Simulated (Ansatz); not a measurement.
```yaml
atoms:
  - { symbol: Li, position_ang: [0.0039, -0.0027, -0.4083] }
  - { symbol: H, position_ang: [-0.0091, -0.0012, 1.2024] }
```

Basis set: 6-31G* (spherical functions). All electrons are correlated. Charge 0, multiplicity 1.

Computed with Ansatz (development build ahead of 0.2.0); each method stands on the lowest determinant of its kind that the runs found. Restricted open shells among the atoms or ions are ROHF, correlated in semicanonical orbitals with singles.

The atomization energy at this shape (free ground-state atoms in the same class of orbitals less the molecule, no zero-point energy) of singlet LiH:

```
method  atomization energy
   RHF        134.6 kJ/mol
```

Task: What does RHF-MP2 give?

Result: 174.3 kJ/mol.
